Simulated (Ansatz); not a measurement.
Ga₂O₂. Total charge 0; triplet. Geometry PBE-D4/def2-SVP; atoms count from 1.

```xyz
4

Ga   -0.764    0.157   -1.309
Ga    0.763   -0.157    1.308
O    -1.005    0.059    0.594
O     1.006   -0.059   -0.593
```

At PBE0-D4/def2-TZVP a singlet of charge 0 lies 1.39 eV below the triplet, each at its own geometry. The structure comes from a short search, and lower isomers may exist.

Estimate the Mulliken populations from the PBE0/def2-TZVP orbitals of Ansatz.


```tsv
atom	charge (e)	spin (α − β)
Ga1	0.39	0.30
Ga2	0.39	0.31
O3	-0.39	0.69
O4	-0.39	0.69
```
Mulliken values and Mayer orders depend strongly on the basis.

Where does the spin sit?

Summed by element: Ga 0.61, O 1.39, of 2 unpaired in all. Largest on single atoms: O4 0.69, O3 0.69, Ga2 0.31.

And the Mayer bond orders between bonded heavy atoms (over 0.3)?

Ga1–O3 0.75 (1.92 Å); Ga1–O4 0.75 (1.92 Å); Ga2–O3 0.75 (1.92 Å); Ga2–O4 0.75 (1.92 Å). Values over 0.3 also appear between atoms too far apart for a bond (Ga1–Ga2 0.34 at 3.05 Å; O3–O4 0.32 at 2.34 Å); they arise where an orbital or an unpaired electron spreads over both atoms.
